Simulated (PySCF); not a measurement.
C₈H₆N₂O₃S. Atoms are numbered in the order given.

```xyz
20

C      3.4667    -1.2254    -0.0124
N      3.9489    -0.0342    -0.2209
N      2.8612     0.8205    -0.2937
C      1.7881     0.0747    -0.1211
C      0.4169     0.5010    -0.1106
S      0.0471     2.1941    -0.3601
C     -1.6539     1.9074    -0.2066
C     -1.9344     0.5737     0.0284
C     -0.7495    -0.2389     0.0897
O     -0.7874    -1.5771     0.3185
C     -2.0621    -2.0163     0.8078
C     -3.2002    -1.3690     0.0317
O     -3.1852     0.0530     0.1897
O      2.1037    -1.2469     0.0640
H      4.0017    -2.1739     0.1038
H     -2.3741     2.7272    -0.3023
H     -2.0792    -3.1171     0.6923
H     -2.1509    -1.7677     1.8899
H     -3.1189    -1.6319    -1.0484
H     -4.1801    -1.7199     0.4094
```
Charge 0, spin multiplicity 1.

Coordinates come from a PBE-D3(BJ)/def2-SVP optimisation. The structure was generated by enumeration, and PubChem lists no compound with its InChIKey, so it may never have been made. The values are those of a single conformer.

Computed with PBE/pcSseg-1 (PySCF).

GIAO shieldings, no solvent; atoms alike by connectivity are averaged. δ = σ(ref) − σ: ¹³C against TMS (σ = 182.0 ppm); ¹⁵N against NH3 (σ = 267.0 ppm); ³³S against H2S (σ = 706.5 ppm); ¹⁷O against H2O (σ = 334.3 ppm); ¹H against TMS (σ = 31.49 ppm), references at their B3LYP-D3(BJ)/def2-TZVP geometries, non-relativistic.

```json
[
 {"nucleus": "¹³C", "atoms": "C4", "count": "1", "δ (ppm)": "167.2"},
 {"nucleus": "¹³C", "atoms": "C1", "count": "1", "δ (ppm)": "157.4"},
 {"nucleus": "¹³C", "atoms": "C8", "count": "1", "δ (ppm)": "148.4"},
 {"nucleus": "¹³C", "atoms": "C9", "count": "1", "δ (ppm)": "147.1"},
 {"nucleus": "¹³C", "atoms": "C7", "count": "1", "δ (ppm)": "113.2"},
 {"nucleus": "¹³C", "atoms": "C5", "count": "1", "δ (ppm)": "113.1"},
 {"nucleus": "¹³C", "atoms": "C11", "count": "1", "δ (ppm)": "72.2"},
 {"nucleus": "¹³C", "atoms": "C12", "count": "1", "δ (ppm)": "71.5"},
 {"nucleus": "¹⁵N", "atoms": "N2", "count": "1", "δ (ppm)": "366.1"},
 {"nucleus": "¹⁵N", "atoms": "N3", "count": "1", "δ (ppm)": "347.6"},
 {"nucleus": "³³S", "atoms": "S6", "count": "1", "δ (ppm)": "363.0"},
 {"nucleus": "¹⁷O", "atoms": "O14", "count": "1", "δ (ppm)": "338.2"},
 {"nucleus": "¹⁷O", "atoms": "O10", "count": "1", "δ (ppm)": "140.1"},
 {"nucleus": "¹⁷O", "atoms": "O13", "count": "1", "δ (ppm)": "124.6"},
 {"nucleus": "¹H", "atoms": "H15", "count": "1", "δ (ppm)": "8.44"},
 {"nucleus": "¹H", "atoms": "H16", "count": "1", "δ (ppm)": "6.77"},
 {"nucleus": "¹H", "atoms": "H17, H18", "count": "2", "δ (ppm)": "4.65"},
 {"nucleus": "¹H", "atoms": "H19, H20", "count": "2", "δ (ppm)": "4.56"}
]
```
